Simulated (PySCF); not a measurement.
Job file and geometry (Å, from PBE0-D3(BJ)/def2-SVP) of an NMR shielding run on Si6H6 prismane, GIAO PBE0/pcSseg-1 NMR shielding, non-relativistic, gas phase in PySCF; density fitting, a coarse starting grid and PySCF grid level 2 are the driver's defaults:

```
$ OMP_NUM_THREADS=1 python probes_run.py task.json out

{"job": {"kind": "nmr", "xc": "PBE0", "basis": "pcSseg-1"}, "charge": 0, "multiplicity": 1}
Si    -1.513341     0.730191    -0.623023
H     -2.774377     1.342495    -1.146415
Si    -0.827453    -1.522947    -0.494105
H     -1.536296    -2.778289    -0.896151
Si     0.435985     0.023465    -1.749315
H      0.806969     0.038006    -3.198958
Si     1.723649     0.520313     0.170121
H      3.148822     0.957858     0.298027
Si    -0.224595     1.230854     1.294912
H     -0.407718     2.263587     2.362351
Si     0.458747    -1.023850     1.425523
H      0.825080    -1.864453     2.608035
```

Q: What does the program print?

A: 
```
coarse grid: 13464 points
cycle   1  E = -1739.6832875197  dE =  6.310e-01  |g| = 1.863e-01  |ddm| = 6.637e+00
cycle   2  E = -1739.6848749334  dE = -1.587e-03  |g| = 1.509e-01  |ddm| = 1.052e+00
cycle   3  E = -1739.6915944715  dE = -6.720e-03  |g| = 5.910e-02  |ddm| = 8.841e-01
cycle   4  E = -1739.6927712536  dE = -1.177e-03  |g| = 5.247e-03  |ddm| = 2.257e-01
cycle   5  E = -1739.6927799612  dE = -8.708e-06  |g| = 3.389e-04  |ddm| = 2.381e-02
final grid: 103792 points
cycle   6  E = -1739.7223796155  dE = -1.030e-05  |g| = 2.836e-03  |ddm| = 2.255e-02
cycle   7  E = -1739.7223793300  dE =  2.855e-07  |g| = 2.052e-03  |ddm| = 1.449e-02
cycle   8  E = -1739.7223802356  dE = -9.056e-07  |g| = 7.568e-04  |ddm| = 9.759e-03
cycle   9  E = -1739.7223804517  dE = -2.161e-07  |g| = 2.398e-05  |ddm| = 3.387e-03
cycle  10  E = -1739.7223804517  dE = -6.503e-11  |g| = 1.639e-05  |ddm| = 1.058e-04
converged SCF energy = -1739.7223804517

GIAO shielding tensors (ppm)
atom      isotropic    diamagn.    paramagn.     s11        s22        s33       span
  0 Si     418.239     876.046    -457.807    297.516    328.125    629.076    331.561
  1 H       25.991      29.364      -3.373     21.257     22.354     34.363     13.106
  2 Si     418.994     876.117    -457.124    297.350    329.621    630.010    332.660
  3 H       25.997      29.396      -3.400     21.269     22.359     34.362     13.093
  4 Si     418.061     876.121    -458.060    295.551    330.384    628.247    332.696
  5 H       25.989      29.403      -3.413     21.268     22.335     34.366     13.098
  6 Si     419.150     876.175    -457.025    296.539    330.840    630.071    333.532
  7 H       26.010      29.415      -3.405     21.287     22.358     34.384     13.098
  8 Si     418.903     876.090    -457.187    298.544    328.257    629.909    331.365
  9 H       26.002      29.375      -3.374     21.264     22.361     34.379     13.115
 10 Si     418.075     876.139    -458.064    297.776    328.620    627.830    330.054
 11 H       25.991      29.421      -3.430     21.263     22.342     34.368     13.105
```

Q: Turn these shieldings into chemical shifts. δ = σ(ref) − σ, references computed at the same level: 29Si (351.99 ppm), 1H (31.27 ppm) vs TMS.

A: Averaging equivalent atoms: Si 0/2/4/6/8/10: -66.6; H 1/3/5/7/9/11: 5.27 ppm. 

Size and cost of the density-fitted run: 174 basis functions, 30 s wall time on 1 thread of an Arm Neoverse V2, shared host; peak memory 1.1 GiB.
